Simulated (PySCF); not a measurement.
Below is a simulated gas-phase Cl 2p photoelectron spectrum of `[CH3][Ge]([CH3])([CH3])[Cl]`.

Every computed line was given a Gaussian of 1.0 eV full width at half maximum and an area set by the number of equivalent atoms (split 2:1 within a doublet); the highest printed point is 100. Computed, not measured: delta-SCF UKS SCAN, pcX-2 on the ionised atom, pcseg-1 elsewhere, spin-free X2C in PySCF.

(binding energy (eV), intensity): (203.4, 0), (203.5, 0), (203.6, 1), (203.7, 2), (203.8, 4), (203.9, 7), (204.0, 12), (204.1, 18), (204.2, 27), (204.3, 39), (204.4, 52), (204.5, 67), (204.6, 80), (204.7, 91), (204.8, 98), (204.9, 100), (205.0, 96), (205.1, 88), (205.2, 76), (205.3, 62), (205.4, 49), (205.5, 37), (205.6, 28), (205.7, 23), (205.8, 21), (205.9, 22), (206.0, 26), (206.1, 31), (206.2, 37), (206.3, 43), (206.4, 48), (206.5, 50), (206.6, 49), (206.7, 46), (206.8, 41), (206.9, 35), (207.0, 28), (207.1, 21), (207.2, 15), (207.3, 10), (207.4, 6), (207.5, 4), (207.6, 2), (207.7, 1), (207.8, 1), (207.9, 0), (208.0, 0)

Q: Count the maxima, the lines and the sites behind this envelope.

A: The curve has 2 maxima (at 204.9 and 206.5 eV). Under it lie 2 lines from 1 inequivalent chlorine site, drawn as a 2p3/2, 2p1/2 pair.

Q: Decompose the envelope and assign each component. Numbering: `[CH3:1][Ge:2]([CH3:3])([CH3:4])[Cl:5]`.

A: 
```tsv
position (eV)	relative area	line	atoms	environment
204.88	0.67	Cl 2p3/2	Cl5	chlorine bonded to Ge
206.54	0.33	Cl 2p1/2	Cl5	chlorine bonded to Ge
```

The curve has no shake-up lines and no vibrational structure. Spin–orbit coupling isn't in the SCF: each 2p doublet comes from a relaxed spin-free hole plus a matrix of the shell (mean-field spin–orbit coupling and the ground-state 2p splitting), with 2p3/2 averaged over its two sublevels. 2p1/2 minus 2p3/2 (ligand field included): Cl 1.65 eV. Geometry: PBE0-D3(BJ)/def2-SVP; no solvent, vibrations or thermal averaging.
